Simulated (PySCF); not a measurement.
Ge(F)(Cl)(NH2)2 (ClFGeH₄N₂), SMILES [NH2][Ge]([NH2])([F])[Cl].

The structure is a stationary point at TPSSh-D3(BJ)/def2-SVP. One conformer was computed; it need not be the lowest.

Method: PySCF with TDA-CAM-B3LYP/def2-SVPD.

Vertical excitations. Isolated molecule, no solvent.

### Question
List the lowest excited states. (An estimate is asked for; the answer gives what the named calculation found.)

### Answer

```
state  energy (eV)  λ (nm)      f                                                                 main pairs
-----  -----------  ------  -----  -------------------------------------------------------------------------
S1            6.64     187  0.055                                                             HOMO→LUMO 86 %
S2            6.80     182  0.119                                                           HOMO−1→LUMO 88 %
S3            7.54     165  0.049      HOMO−2→LUMO 42 %, HOMO→LUMO+1 24 %, HOMO−3→LUMO 11 %, HOMO→LUMO+2 9 %
S4            7.58     164  0.047  HOMO−3→LUMO 48 %, HOMO−1→LUMO+1 17 %, HOMO−2→LUMO 15 %, HOMO−3→LUMO+1 9 %
S5            7.83     158  0.007                       HOMO→LUMO+1 48 %, HOMO−2→LUMO 20 %, HOMO→LUMO+2 11 %
S6            8.08     153  0.030                   HOMO−1→LUMO+1 56 %, HOMO−3→LUMO 16 %, HOMO−1→LUMO+2 12 %
S7            8.49     146  0.004                                                         HOMO−1→LUMO+3 66 %
S8            8.51     146  0.013                                         HOMO→LUMO+2 54 %, HOMO→LUMO+1 12 %
S9            8.76     142  0.020                      HOMO→LUMO+3 42 %, HOMO→LUMO+6 27 %, HOMO−1→LUMO+2 7 %
S10           8.79     141  0.004                 HOMO−1→LUMO+2 42 %, HOMO−1→LUMO+5 15 %, HOMO−1→LUMO+1 11 %
T1            6.08     204      0                                                             HOMO→LUMO 82 %
T2            6.14     202      0                                                           HOMO−1→LUMO 81 %
T3            6.99     177      0                     HOMO−2→LUMO 57 %, HOMO−2→LUMO+1 19 %, HOMO→LUMO+1 10 %
T4            7.04     176      0                   HOMO−3→LUMO 54 %, HOMO−1→LUMO+1 17 %, HOMO−3→LUMO+1 14 %
```
Triplets are in the Tamm–Dancoff approximation.
